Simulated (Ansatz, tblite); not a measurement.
Cost and result up the ladder for the cluster Ga₂As₃ (the lowest doublet isomer of a short search) (5 atoms). Total charge 0; doublet. Geometry: r2SCAN-D4/def2-SVP.

```xyz
5

Ga    0.4517    1.5912    0.5461
Ga   -1.5613    0.2424    1.0919
As   -0.8217   -0.3935   -1.3141
As    1.5390   -0.0310   -0.9696
As    0.3923   -1.4092    0.6457
```

Ansatz on 4 threads of Intel Xeon on a shared host; xTB runs through tblite on one thread. Times are rough, summed over both states, and most runs start from the orbitals of an earlier one. No level here is sound enough to serve as a yardstick. The other state is a singlet.

The xTB rows come from tblite. The structure comes from a short search, and lower isomers may exist.

Raw xTB energies of ions are shifted by several eV, and xTB has no spin-polarisation term.

```tsv
level	functions	wall time	vertical IE (eV)	remarks
GFN1-xTB	45	0.035 s	10.52	–
GFN2-xTB	45	0.042 s	10.06	–
PBE-D4/def2-TZVP	240	20 s	7.18	restricted singlet, untested (+1 singlet)
r2SCAN-D4/def2-TZVP	240	46 s	7.45	restricted singlet, untested (+1 singlet)
PBE0-D4/def2-TZVP (with forces)	240	63 s	7.35	restricted singlet, untested (+1 singlet)
```
